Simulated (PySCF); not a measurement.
Delta-SCF ions had no search for a lower state. Excitations are Tamm–Dancoff values on a coarser integration grid. The basis has no diffuse functions, so Rydberg states are missing or too high.

**C₄H₄, SMILES `C1C=CC=1` (charge 0, multiplicity 1)**

These are PBE-D3(BJ)/def2-TZVP // PBE0-D3(BJ)/def2-SVP in PySCF values and carry that method's errors.

The HOMO is -4.54 eV and the dipole moment is 0.00 D. The LUMO is -2.67 eV. The HOMO–LUMO gap comes out as 1.86 eV and the S1 excitation (TDA) comes out as 2.82 eV. The S1 oscillator strength is 0.000. The T1 excitation (TDA) comes out as 1.17 eV and the S1–T1 gap (TDA) comes out as 1.65 eV. The vertical ionisation energy (Delta-SCF) is 7.89 eV and the adiabatic ionisation energy (no zero-point term) is 7.68 eV. The hole reorganisation energy (four-point) comes out as 0.468 eV and the total energy is -4205.06 eV. The cost comes out as about 2.9 core-minutes (a rough figure).

```xyz
8

C     -0.5015     0.8995    -0.0054
C     -0.9677    -0.3524    -0.0021
C      0.5015    -0.8995     0.0054
C      0.9677     0.3524     0.0021
H     -0.9530     1.8926    -0.0110
H     -1.9588    -0.8083    -0.0039
H      0.9530    -1.8926     0.0110
H      1.9588     0.8083     0.0039
```
